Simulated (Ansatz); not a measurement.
The first iterations of a band of ClGaH2O + FH (7 atoms, charge 0, multiplicity 1).

Method: RHF/def2-SVP in Ansatz.

| Item | Value |
| --- | --- |
| movable images | 5 |
| climbing image | yes |
| spring | 5.0 eV/Å² |
| optimiser | quadratic models (default) |
| start path | through a guess of the saddle point |
| force threshold | 0.05 eV/Å |
| iteration limit | 60 |
| end points | relaxed |

Initial state:

```xyz
7
Properties=species:S:1:pos:R:3
Ga -0.152 0.060 0.019
O -0.364 -0.028 1.812
H 0.086 -0.678 2.328
Cl 1.746 -0.735 -0.648
H -1.330 0.347 -0.939
F 0.284 2.130 0.840
H 0.110 1.701 1.643
```

Final state:

```xyz
7
Properties=species:S:1:pos:R:3
Ga 0.032 0.462 -0.199
O 0.027 0.111 1.884
H -0.660 -0.331 2.365
Cl 1.836 -0.536 -0.865
H -1.379 -0.002 -0.661
F 0.304 2.151 0.223
H 0.219 0.941 2.309
```

| iteration | highest image above the first end (eV) | largest band force component (eV/Å) |
| --- | --- | --- |
| 1 | 4.244 | 31.994 |
| 2 | 0.443 | 2.643 |
| 3 | 0.284 | 1.985 |
| 4 | 0.299 | 2.796 |

**Question.** Does the band converge within its limit, and where does its top end?

**Answer.** It converged. It ended after 12 iterations with the highest image 0.217 eV above the first end. A vibrational analysis at the climbing image gives one clearly imaginary mode, 1022i cm⁻¹: a first-order saddle point. The orbitals stay closed-shell, which can raise the energy where a bond breaks towards radicals; this wasn't checked here.

Run time: 100 s on 1 thread of Arm Neoverse V2, on a shared host, peak memory 0.19 GiB.
